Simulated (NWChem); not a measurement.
Species: MgHI; SMILES [MgH][I]

def2 effective core potentials on I; no spin-orbit coupling.

Give the equilibrium geometry at PBE-D3(BJ)/def2-SVP with def2 effective core potentials on I (NWChem) as a list of bonds and angles, with the point group.

point group C*v; any orientation.
Bonded distances (Å): Mg1–H2 1.696, Mg1–I3 2.583. Bond angles (°): H2–Mg1–I3 180.0.
